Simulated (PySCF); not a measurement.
H8Ge2Si, SMILES [GeH3][SiH2][GeH3] (GFN2-xTB optimised geometry):

```
11

Ge     2.022    -0.845     0.000
Si    -0.315    -0.845     0.000
Ge    -1.167     1.331     0.000
H      2.662    -0.066     1.111
H      2.661    -0.273    -1.230
H      2.654    -2.201     0.117
H     -0.806    -1.565    -1.180
H     -0.805    -1.565     1.179
H     -0.706     2.201    -1.133
H     -2.662     1.423    -0.076
H     -0.832     2.148     1.213
```

Computed with PBE0/def2-TZVP (PySCF).

Q: What are the frontier orbital energies and the dipole moment?

A: HOMO-2 -9.35 eV, HOMO-1 -8.91 eV, HOMO -8.32 eV, LUMO -0.18 eV, LUMO+1 0.05 eV; dipole moment 0.47 D.

Meta-Löwdin charges at PBE0/def2-TZVP: Ge1 0.10, Si2 0.17, Ge3 0.10, H4 -0.04, H5 -0.04, H6 -0.04, H7 -0.06, H8 -0.06, H9 -0.04, H10 -0.04, H11 -0.04.
